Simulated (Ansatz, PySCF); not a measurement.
Pulling on the Ga1–H2 bond in GaH3Se (SMILES [GaH2][SeH]) (multiplicity 1 held, fragments rigid). Energies count from the point at 1.561 Å.
Geometry at that point (charge 0, multiplicity 1):
```xyz
5

Ga     0.27486     0.01122    -1.15295
H     -0.80376    -0.57602    -2.11692
H      1.66170     0.60371    -1.55588
Se    -0.30399    -0.02840     1.11359
H      0.95712     0.59005     1.55217
```

R- and RO- levels are restricted; in cc, def2 and unpolarised 6-31G sets they are followed outwards from rest. U- levels take the lowest unrestricted solution at each point, which mixes spins at long bonds. Levels need not reach the same state.

Correlated levels freeze the cores. Filled d and f shells under p-block atoms count as core. Rows in LANL2DZ carry no dispersion term and start afresh at each structure. LANL2DZ brings its own core potentials from Na on.

The values were computed with Ansatz (Gaussian orbitals); PySCF for LANL2DZ rows. 

One of these levels gives 115.18 kcal/mol for the energy at R = 4.996 Å. Which?
A. R-MP2/cc-pVTZ
B. U-HF/LANL2DZ
C. U-B3LYP/cc-pVTZ

A, R-MP2/cc-pVTZ. The others give 63.19 (U-HF/LANL2DZ), 82.17 (U-B3LYP/cc-pVTZ)

Doubts at one or more of the structures used: a spin-contaminated determinant (U-HF/LANL2DZ, U-B3LYP/cc-pVTZ); a restricted determinant that unrestricted orbitals would lower (R-MP2/cc-pVTZ).

Ansatz is an electronic-structure program.
